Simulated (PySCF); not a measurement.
**Antimony: a sound run and one with changed settings**

Sound run: Sb [Kr] 4d10 5s2 5p3, Sb⁺ [Kr] 4d10 5s2 5p2. All numbers are calculated (PySCF 2.14, scalar relativity through the core potential, in def2-SVP with the def2 core potential (28 electrons) (4s4p2d, 26 functions)). The sound run starts from symmetry-adapted Hartree-Fock orbitals and uses a fine grid where one is needed.

Changed run: radial step 0.5 in ln r (0.13 in the sound run). This setting is unsound on purpose.

```json
{"species": "Sb", "method": "UHF", "sound run (hartree)": "-239.27335", "changed run (hartree)": "-239.27335", "converged": "yes"}
{"species": "Sb", "method": "M06-L", "sound run (hartree)": "-240.35957", "changed run (hartree)": "-240.46002", "converged": "yes"}
{"species": "Sb", "method": "MN15", "sound run (hartree)": "-239.65810", "changed run (hartree)": "-239.15513", "converged": "yes"}
{"species": "Sb⁺", "method": "UHF", "sound run (hartree)": "-238.95749", "changed run (hartree)": "-238.95749", "converged": "yes"}
{"species": "Sb⁺", "method": "M06-L", "sound run (hartree)": "-240.03951", "changed run (hartree)": "-240.13151", "converged": "yes"}
{"species": "Sb⁺", "method": "MN15", "sound run (hartree)": "-239.32671", "changed run (hartree)": "-238.82405", "converged": "yes"}
```

Ionisation energy of Sb:

```csv
method,sound run (eV),changed run (eV)
UHF,8.595,8.595
M06-L,8.709,8.939
MN15,9.018,9.009
```

A coarse radial grid mis-integrates the density and the exchange-correlation energy, with errors of either sign; Hartree-Fock needs no grid.

For comparison, NIST gives 8.608 eV between the lowest levels.
